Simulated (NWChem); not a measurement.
## BF

```xyz
2

B      0.0000     0.0000    -0.8123
F      0.0000     0.0000     0.4513
```
Charge 0, spin multiplicity 1.

All runs are NWChem calculations. Structure: optimised with B3LYP/def2-SVP, a minimum by its harmonic frequencies.

Symmetry labels belong to the abelian group C2v used in the runs, with the axes of the coordinates shown; states degenerate in a higher group split over its labels.

The structure started from a generated list of species.

Q: List the lowest 3 singlet excitations that TD-PBE/aug-cc-pVDZ gives, with oscillator strengths.

A: 
```
state  symmetry  energy (eV)  wavelength (nm)      f
-----  --------  -----------  ---------------  -----
1            b2         6.08              204  0.233
2            b1         6.08              204  0.233
3            a1         7.01              177  0.102
```
